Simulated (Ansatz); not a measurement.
Be7⁻, relaxed as a doublet with UKS PBE0/def2-TZVPD in Ansatz, starting from the GFN1-xTB geometry. Force threshold 0.02 eV/Å.

The charge -1 doublet is spin-contaminated (final ⟨S²⟩ up to 1.34, 0.75 for a pure state). The relaxation made no stability test and no search for a lower SCF solution. Another isomer (doublet) lies 0.19 eV lower at PBE0/def2-TZVPD; other spin states weren't run for this one.

Start:

Cartesian coordinates in Å:
```
Be -0.7415 -1.6006 0.9499
Be -1.8173 0.0732 0.8296
Be 1.1184 -1.2570 0.1052
Be 1.5536 -0.3035 -1.5645
Be 0.4632 1.3859 -1.6830
Be -0.6805 1.5396 -0.0831
Be 0.1040 0.1623 1.4460
```

| step | energy (eV) | largest force component (eV/Å) | SCF passes |
| --- | --- | --- | --- |
| 1 | -2798.8662 | 0.600 | 35 |
| 2 | -2798.9485 | 0.128 | 40 |
| 3 | -2799.0367 | 0.319 | 41 |
| 4 | -2799.1961 | 0.334 | 43 |
| 5 | -2799.3011 | 0.154 | 44 |
| 6 | -2799.3132 | 0.077 | 40 |
| 7 | -2799.3151 | 0.035 | 35 |
| 8 | -2799.3264 | 0.163 | 41 |
| 9 | -2799.3597 | 0.264 | 42 |
| 10 | -2799.4089 | 0.509 | 47 |
| 11 | -2799.4727 | 0.313 | 50 |
| 12 | -2799.5088 | 0.165 | 71 |
| 13 | -2799.5115 | 0.159 | 59 |
| 14 | -2799.5196 | 0.028 | 48 |
| 15 | -2799.5206 | 0.018 | 40 |

Force components are those of the run's own axes.

End:

```xyz
7

Be   -0.683   -1.762    1.635
Be   -1.565   -0.302    0.530
Be    0.424   -1.022    0.042
Be    1.236   -0.090   -1.687
Be    0.823    1.929   -1.989
Be   -0.072    1.053   -0.261
Be   -0.164    0.195    1.729
```

Bonds formed: Be2–Be3, Be3–Be6, Be4–Be6 (atoms count from 1).

No frequencies were taken in this run, so the end may be a saddle point.

Hardware: 4 threads of Arm Neoverse V1 on a shared host. Wall time 45 s.
